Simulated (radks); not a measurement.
Values are calculated unless marked as measured or tabulated.
Neutral rubidium inside a hard spherical wall (all orbitals vanish at R), configuration held at [Kr] 5s1 and not refilled when levels cross. Level of theory: scalar-relativistic Kohn-Sham, LDA (Slater exchange, Perdew-Wang correlation), spin-polarised, spherical densities, finite nucleus; open shells are filled with parallel spins first (spin-orbit coupling, left out, can overturn this in heavy ions); Fermi nuclear charge, rms radius 4.2036 fm (a radial shooting solver on a logarithmic mesh with Libxc functionals). Eigenvalues in eV for spin up, with the zero of energy where the potential of the charges vanishes at infinity; a dash marks a level that is unbound or too diffuse for the functional's potential to be trusted. A positive occupied level is held by the wall or, in an anion where self-interaction has pushed it up, behind a barrier. The pressure on the wall is -dE/dV.

R (bohr)	E (hartree)	kinetic (hartree)	e(3d)	e(4s)	e(4p)	e(5s)	e(5p, empty)	e(4d, empty)	pressure (GPa)
free	-2977.62356	3048.509	-104.15	-31.926	-16.008	-2.546	-0.898	-0.111	0
20	-2977.62356	3048.509	-104.15	-31.926	-16.007	-2.546	-0.895	-0.095	< 0.0001
15	-2977.62346	3048.510	-104.14	-31.913	-15.994	-2.537	-0.849	-0.023	0.000803
6	-2977.52823	3048.877	-102.16	-30.081	-14.253	0.914	5.078	3.233	5.03
5	-2977.39658	3049.348	-100.71	-28.890	-13.123	4.758	10.596	5.471	20.0
4	-2976.97508	3050.929	-96.947	-26.062	-10.273	14.998	23.859	10.515	112
2.5	-2971.89545	3068.144	-71.355	-5.368	13.299	93.555	111.84	44.232	3790
2	-2962.80745	3094.902	-46.042	23.606	46.614	195.24	218.25	86.224	17800
1.5	-2931.37602	3179.975	8.440	115.91	147.79	468.57	493.32	198.58	123000
